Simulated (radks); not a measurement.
Neutral nitrogen inside a hard spherical wall (all orbitals vanish at R), configuration held at [He] 2s2 2p3 and not refilled when levels cross. All-electron calculation, scalar-relativistic Kohn-Sham, LDA (Slater exchange, Perdew-Wang correlation), spin-unpolarised, spherical densities, finite nucleus; Fermi nuclear charge, rms radius 2.5582 fm. Program: a radial shooting solver on a logarithmic mesh with Libxc functionals. Eigenvalues in eV, with the zero of energy where the potential of the charges vanishes at infinity; a dash marks a level that is unbound or too diffuse for the functional's potential to be trusted. A positive occupied level is held by the wall or, in an anion where self-interaction has pushed it up, behind a barrier. The pressure on the wall is -dE/dV.

| R (bohr) | E (hartree) | kinetic (hartree) | e(1s) | e(2s) | e(2p) | e(3s, empty) | e(3p, empty) | pressure (GPa) |
|---|---|---|---|---|---|---|---|---|
| free | -54.05456 | 53.820 | -381.51 | -18.421 | -7.239 | -0.150 | - | 0 |
| 20 | -54.05456 | 53.820 | -381.51 | -18.421 | -7.239 | -0.120 | 0.517 | < 0.0001 |
| 12 | -54.05456 | 53.820 | -381.51 | -18.421 | -7.239 | 0.128 | 1.283 | < 0.0001 |
| 8 | -54.05443 | 53.821 | -381.49 | -18.406 | -7.224 | 1.198 | 3.183 | 0.00717 |
| 7 | -54.05398 | 53.825 | -381.44 | -18.370 | -7.185 | 2.071 | 4.462 | 0.0414 |
| 5 | -54.04258 | 53.899 | -380.67 | -17.873 | -6.626 | 7.331 | 10.978 | 1.75 |
| 4 | -53.99506 | 54.150 | -378.69 | -16.628 | -5.175 | 15.967 | 20.243 | 14.4 |
| 2 | -51.70506 | 61.287 | -346.31 | 9.746 | 22.577 | 136.68 | 126.79 | 2880 |
| 1.5 | -46.89610 | 72.310 | -313.22 | 52.846 | 60.564 | 298.15 | 255.09 | 17800 |
